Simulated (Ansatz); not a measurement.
Consider the formal loss of a carbene: `BN[SiH2]OC` → `[CH2]` (triplet) + `BN[SiH2]O`.

Calculated with Ansatz (gas phase, PBE0-D4/def2-TZVP geometries, no zero-point term in ΔE). CCSD(T)/CBS adds triple-zeta CCSD(T) − MP2 to the extrapolated MP2 energy (def2 sets, frozen cores). This one scheme is used for every species. Functionals use def2-TZVPP. B3LYP here is the variant with VWN-RPA as its local correlation; programs differ in this. Triplets are unrestricted, without spin–orbit coupling. One conformer a species, not always the lowest.

```tsv
level	ΔE (eV)
B3LYP	3.80
SCS-MP2/def2-QZVPP	4.00
```

Question: What does CCSD(T)/CBS give? (Estimate.)

Answer: The calculation gave: +3.89 eV. The listed levels differ from it by -0.09, 0.11 eV.

Largest T1 diagnostic among the species: 0.012.

The D4 term adds +0.09 eV with B3LYP and +0.05 eV with PBE0; it sums over pairs of atoms, weighted by their polarisabilities, and B3LYP, whose exchange is more repulsive, gets the larger term. In def2-TZVPP, CCSD(T) changes the Hartree–Fock value by +1.29 eV (the triples alone add +0.10 eV) and MP2 by +1.37 eV.
